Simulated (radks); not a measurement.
All-electron atom: Ru IX in [Kr] (the NIST ground configuration). All-electron calculation, Dirac Kohn-Sham, BLYP, spin-unpolarised, spherical densities, point nucleus. Program: a radial shooting solver on a logarithmic mesh with Libxc functionals.

Unscreened Slater integrals over Kohn-Sham orbitals (hartree). Large and small components are both included. Empty in this configuration: 4d3/2.

| integral | value |
|---|---|
| F0(4p3/2,4p3/2) | 0.86431 |
| F2(4p3/2,4p3/2) | 0.45836 |
| F0(4p3/2,4p1/2) | 0.87331 |
| G2(4p3/2,4p1/2) | 0.46203 |
| F0(4p3/2,4s1/2) | 0.89506 |
| G1(4p3/2,4s1/2) | 0.61046 |
| F0(4p3/2,3d5/2) | 1.1101 |
| F2(4p3/2,3d5/2) | 0.27514 |
| G1(4p3/2,3d5/2) | 0.089841 |
| G3(4p3/2,3d5/2) | 0.087632 |
| F0(4p3/2,4d3/2) | 0.80720 |
| F2(4p3/2,4d3/2) | 0.41676 |
| G1(4p3/2,4d3/2) | 0.52876 |
| G3(4p3/2,4d3/2) | 0.33031 |
| F0(4p1/2,4p1/2) | 0.88270 |
| F0(4p1/2,4s1/2) | 0.90535 |
| G1(4p1/2,4s1/2) | 0.62089 |
| F0(4p1/2,3d5/2) | 1.1307 |
| G3(4p1/2,3d5/2) | 0.091093 |
| F0(4p1/2,4d3/2) | 0.81429 |
| G1(4p1/2,4d3/2) | 0.52874 |
| F0(4s1/2,4s1/2) | 0.93025 |
| F0(4s1/2,3d5/2) | 1.1783 |
| G2(4s1/2,3d5/2) | 0.10177 |
| F0(4s1/2,4d3/2) | 0.83152 |
| G2(4s1/2,4d3/2) | 0.40186 |
| F0(3d5/2,3d5/2) | 2.3714 |
| F2(3d5/2,3d5/2) | 1.1750 |
| F4(3d5/2,3d5/2) | 0.74808 |
| F0(3d5/2,4d3/2) | 1.0038 |
| F2(3d5/2,4d3/2) | 0.22575 |
| G2(3d5/2,4d3/2) | 0.087251 |
| G4(3d5/2,4d3/2) | 0.066474 |
| F0(4d3/2,4d3/2) | 0.76118 |
| F2(4d3/2,4d3/2) | 0.39369 |
